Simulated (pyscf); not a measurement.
Optimised with ωB97X-D3(BJ)/def2-SVP in PySCF.

SMILES: [SiH3][Se][Al]([Cl])[Cl]
```xyz
8

Si     0.4511     0.9911    -0.3641
Se    -1.7503     1.1470     0.2464
Al    -2.2711    -0.9813    -0.3249
Cl    -4.2005    -1.7206    -0.0743
Cl    -0.8032    -2.2383    -1.1185
H      1.0227     2.3304    -0.0621
H      1.1459    -0.0511     0.4346
H      0.5751     0.6994    -1.8153
```
Charge 0, spin multiplicity 1.

Q: What is the homolytic dissociation enthalpy (298 K, ωB97M-D3(BJ)/def2-TZVP) of the Al–Se bond of H₃Si–Se–Al(Cl)–Cl, to H₃Si–Se• + [Cl–Al–Cl]•?

A: Al–Se to H₃Si–Se• + [Cl–Al–Cl]•: 84.2 kcal/mol. The 7 functionals that were run give +78.8 (PBE) to +90.6 kcal/mol (ωB97X-D3(BJ)/def2-TZVP). The radicals are drawn with the spin at the cut bond; how far it spreads was not checked. Other isomers of H₃Si–Se• were not searched in full and may lie lower. Elements up to Kr have no core potential and no relativistic terms here.
